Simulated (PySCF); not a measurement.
# AlCl₃: calculation against measurement

Isolated AlCl₃, optimised in PySCF with density fitting and no spin–orbit coupling; def2 sets carry scalar-relativistic core potentials from Rb on. All levels below give a singlet of D3h symmetry: PBE0/def2-TZVP Al–Cl 2.070 Å (×3); B3LYP/def2-TZVP Al–Cl 2.079 Å (×3); PBE/def2-TZVP Al–Cl 2.085 Å (×3).

Counting electrons, aluminium keeps none of its valence electrons outside its bonds, so the VSEPR class is AX3 and the expected shape is trigonal planar (D3h), as computed.

Measured fundamentals (Shimanouchi, Tables of Molecular Vibrational Frequencies (1972), as compiled in the NIST Chemistry WebBook) beside computed harmonic wavenumbers, in cm⁻¹:

| mode as compiled | computed symmetry | measured | rating (A best; medium not stated) | PBE0/def2-TZVP | B3LYP/def2-TZVP | PBE/def2-TZVP |
| --- | --- | --- | --- | --- | --- | --- |
| a1 sym str | a1' | 375 | C | 387 | 379 | 372 |
| a1 sym deform | a2'' | 183 | C | 203 | 202 | 195 |
| e deg str | e' | 595 | C | 626 | 612 | 605 |
| e deg deform | e' | 150 | C | 144 | 145 | 140 |

Question: How close does each level come?

Answer: Mean absolute differences: PBE0/def2-TZVP 5.7 %, B3LYP/def2-TZVP 4.5 %, PBE/def2-TZVP 4.0 %. The mean ratio of measured to computed values at PBE/def2-TZVP is 1.000. Harmonic values should lie a little above fundamentals. The compilation assumed C3 symmetry, so its labels differ from the computed ones.

Question: The tabulated gas-phase entropy at 298.15 K and 1 bar is 314.44 J/(mol K) (Chase, 1998, NIST Chemistry WebBook). What do rigid-rotor harmonic-oscillator sums give?

Answer: PBE0/def2-TZVP 313.2, B3LYP/def2-TZVP 313.6, PBE/def2-TZVP 314.7 J/(mol K).

Question: ΔfH°(298 K) is -584.59 kJ/mol (Chase, 1998, NIST Chemistry WebBook), and for the gaseous atoms Al 330.9, Cl 121.3 kJ/mol (tabulated in the package mendeleev). Compare the atomisation enthalpy with the calculations.

Answer: From the tables it is 330.9 + 3 × 121.3 − (-584.6) = 1279 kJ/mol. To a computed De one adds −ZPE (-12.7), the atoms' spin–orbit lowering from NIST levels (-11.4) and the thermal terms (9.3), all taken at PBE0/def2-TZVP.
| level | De (kJ/mol) | ΔatH°(298 K) | computed − tabulated |
| --- | --- | --- | --- |
| PBE0/def2-TZVP | 1278 | 1263 | -16 |
| B3LYP/def2-TZVP | 1234 | 1219 | -61 |
| PBE/def2-TZVP | 1285 | 1270 | -9 |
